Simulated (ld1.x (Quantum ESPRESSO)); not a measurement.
Plane-wave convergence, ultrasoft potential for Au

gold (Au), ultrasoft, made with ld1.x (Quantum ESPRESSO) 7.5 (PBE, fully relativistic). Core [Xe] 4f14, reference 5d10 6s0 6p0 (charge +1). Waves: 6s (bound, empty): rcut 2.10, rcutus 2.50 bohr; 6s channel at 3.65 Ry: rcut 2.10, rcutus 2.50 bohr; 6p (bound, empty): rcut 1.80, rcutus 2.40 bohr; 6p channel at 0.2 Ry: rcut 1.80, rcutus 2.40 bohr; 5d (bound): rcut 2.00, rcutus 2.25 bohr; 5d channel at -0.8 Ry: rcut 2.00, rcutus 2.25 bohr. Local part: all-electron potential smoothed inside 2.00 bohr (lloc = -1). Core correction: none. Augmentation charge: built from norm-conserving waves at rcut, not smoothed further.

Open shells are filled in proportion to 2j + 1 (rel_dist='average').

The pseudo-atom Hamiltonian at the reference potential is diagonalised in spherical Bessel functions j_l(qr) that vanish at 20 bohr, with q² up to the cutoff. All-electron valence levels (Ry): 6s -0.9718, 6p1/2 -0.5490, 6p3/2 -0.4751, 5d3/2 -1.1979, 5d5/2 -1.0827.

Problem. How do the lowest levels (Ry) of each channel move with the cutoff, and are there ghosts?

Solution.

```tsv
cutoff (Ry)	s #1	s #2	s #3	p1/2 #1	p1/2 #2	p3/2 #1	p3/2 #2	d3/2 #1	d5/2 #1	f #1	Σ f·Δε (mRy)
8	-1.6803	-0.2741	-0.0953	-0.5487	-0.1501	-0.4749	-0.1374	-0.8597	-0.7248	-0.0483	3500.5
12	-1.7876	-0.2762	-0.0958	-0.5490	-0.1502	-0.6162	-0.4750	-1.1201	-0.9985	-0.0484	816.7
18	-2.2908	-0.3013	-0.1041	-0.5490	-0.1502	-0.9795	-0.4751	-1.1947	-1.0796	-0.0484	31.4
25	-2.6645	-0.3619	-0.1365	-0.5491	-0.1502	-1.0279	-0.4751	-1.1974	-1.0822	-0.0484	5.1
35	-2.7573	-0.3933	-0.1565	-0.5491	-0.1502	-1.0318	-0.4751	-1.1978	-1.0826	-0.0484	0.9
45	-2.7599	-0.3946	-0.1573	-0.5491	-0.1502	-1.0325	-0.4751	-1.1979	-1.0827	-0.0484	0.4
400	-2.7608	-0.3949	-0.1575	-0.5491	-0.1502	-1.0326	-0.4751	-1.1979	-1.0827	-0.0484	0.0
```

Result: ghost states, extra bound levels that the all-electron valence spectrum of the same l lacks: s at -37.6 eV, p3/2 at -14.0 eV (a true bound ghost makes a file unfit for plane-wave use); 10 mRy is reached at 21 Ry and 1 mRy at 35 Ry.

The cutoffs count occupied waves only; the empty 6s level needs 30 Ry at the loose tolerance. Test run stopped at test 1 of 7 (negative rho).
